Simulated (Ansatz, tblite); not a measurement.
Cost and result up the ladder for ScBr3 (4 atoms). The state is a singlet with charge 0. Geometry: PBE0-D4/def2-SVP.

```xyz
4

Sc    0.000   -0.001    0.001
Br   -1.020   -1.558   -1.534
Br    2.316   -0.265    0.626
Br   -1.295    1.824    0.907
```

Ansatz on 4 threads of AMD EPYC 7R43 on a shared host; xTB runs through tblite on one thread. Times are rough, summed over both states, and most runs start from the orbitals of an earlier one. PBE0-D4/def2-TZVP serves as the yardstick here, not as an exact answer. Differences are given only for rows in sets of like size (and for xTB, whose basis is part of the method), since another set adds its own error. The other state is a doublet.

The xTB rows come from tblite. Correlated methods freeze 32 core orbitals; core or outer-core shells of Sc, Br are correlated, in sets that lack core-valence functions. The rows differ in basis, and correlated rows in double-zeta sets carry the largest basis error. In CCSD on the charge 1 doublet the largest single amplitude is 0.55, so its Hartree–Fock determinant may place the open shell otherwise than the density functionals do.

Run but left out: HF/def2-SVP, MP2/def2-SVP (charge +1 doublet: a determinant that CCSD turns far, T1 0.051).

Correlated methods converge slowly with the basis, most of all in double-zeta sets.

Raw xTB energies of ions are shifted by several eV.

| level | functions | wall time |
| --- | --- | --- |
| GFN1-xTB | 36 | 0.024 s |
| GFN2-xTB | 36 | 0.025 s |
| PBE-D4/def2-TZVP | 189 | 10 s |
| PBE0-D4/def2-TZVP | 189 | 23 s |
| r2SCAN-D4/def2-TZVP (with forces) | 189 | 23 s |
| CCSD(T)/def2-SVP | 127 | 2.7 min |

Task: Estimate what each level gives for the vertical IE (eV).

Result: 
```tsv
level	vertical IE (eV)	difference from PBE0-D4/def2-TZVP (eV)	remarks
GFN1-xTB	15.19	4.83	–
GFN2-xTB	14.82	4.46	–
PBE-D4/def2-TZVP	9.87	-0.50	–
PBE0-D4/def2-TZVP	10.36	0.00	–
r2SCAN-D4/def2-TZVP (with forces)	10.15	-0.21	–
CCSD(T)/def2-SVP	10.53	–	large T1 (0.051) (+1 doublet)
```
